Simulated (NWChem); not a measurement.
## Basis-set dependence for HSn

```xyz
2

Sn     0.0000     0.0000     0.0355
H      0.0000     0.0000    -1.7725
```
Charge 0, spin multiplicity 2.

All runs are NWChem calculations. The geometry was optimised at UPBE/def2-SVP with def2 effective core potentials on Sn, a minimum by its harmonic frequencies.

Hartree-Fock energies in Ha, correlation energies in mHa.

Effective core potentials replace the inner electrons of Sn; spin-orbit coupling is left out. The correlated methods keep 4 core orbitals frozen. This spin state was chosen for the runs; another may lie lower. The structure started from a generated list of species. The unpaired electrons of the parent sit in orbitals of symmetry b1 (C2v labels of the run); other states weren't searched. The stability of the SCF solutions was not checked. Open-shell Hartree-Fock references start from PBE0 orbitals. No row is a measurement; the coupled-cluster row has its own basis-set and correlation limits.

```tsv
basis	functions	UHF	UMP2	SCS-UMP2	CCSD on ROHF	CCSD[T] on ROHF	CCSD(T) on ROHF	CCSD on UHF	CCSD[T] on UHF	CCSD(T) on UHF
def2-SVP	31	-213.89697	-76.9	-79.5	-100.3	-102.8	-102.7	-97.2	-99.6	-99.5
def2-TZVP	56	-213.90315	-285.4	-260.2	-293.5	-301.3	-300.7	-290.0	-297.6	-296.9
def2-QZVP	112	-213.90462	-499.0	-445.2	not run	not run	not run	not run	not run	not run
```

From def2-TZVP to def2-QZVP the Hartree-Fock energy moves by -1.5 mHa and the UMP2 correlation energy by -213.6 mHa, which is 43 % of its value in the larger set.
